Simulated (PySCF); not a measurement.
# Spin states of BeAl

Unrestricted PBE0; PySCF, no relativity, basis sets Be def2-TZVP, Al def2-TZVP. Outer shells of the fragments: Be 2s2; Al 3s2 3p1.

Followed along the bond (rough minima from three points):

```
2Ms+1   unpaired  ⟨S²⟩ at the start  R at minimum (Å)  Te (eV)
    2        π ↑               0.93              2.42     0.00
    2        σ ↑               0.76              2.65     0.13
    4  σ ↑, π ↑↑               3.76              2.12     0.85
    4  σ ↑↑, π ↑               3.75              2.30     0.96
    2  σ ↑, π ↑↓               1.78              2.12     1.36
```

Solutions found at the starting distance of 2.155 Å, counted from the lowest of them; the search is not exhaustive and high or unbound solutions are not listed, so other states can lie among these:

```tsv
2Ms+1	unpaired	term	E (eV)	⟨S²⟩	⟨Lz²⟩	μ (D)
2	π ↑	²Π	0.00	0.93	1.01	-0.43
2	σ ↑	²Σ⁺	0.53	0.76	0.00	0.36
4	σ ↑, π ↑↑	⁴Σ⁻	0.67	3.76	0.00	-0.14
4	σ ↑↑, π ↑	⁴Π	0.85	3.75	1.01	1.62
2	σ ↑, π ↑↓	mixed	1.18	1.78	2.03	-0.21
2	σ ↓, π ↑↑	mixed	1.37	1.78	0.00	-0.23
2	σ ↑	mixed	1.81	0.81	2.00	-0.24
4	σ ↑, π ↑↑	mixed	2.94	3.78	2.01	-0.63
2	π ↑	²Π	3.75	1.03	1.03	-0.27
```

A term symbol is given only where ⟨S²⟩ and ⟨Lz²⟩ are close to those of a pure state; real π, δ and φ orbitals otherwise mix terms. A positive dipole means Be(−)Al(+).

Q: Compare the gap between the two lowest followed solutions at the starting distance with the gap between their minima.

A: At PBE0 the second solution (doublet, unpaired electrons σ ↑) lies +0.53 eV from the first (doublet, unpaired electrons π ↑) at 2.155 Å and +0.13 eV at the minima; the two curves relax by different amounts, since their minima lie near 2.65 and 2.42 Å.
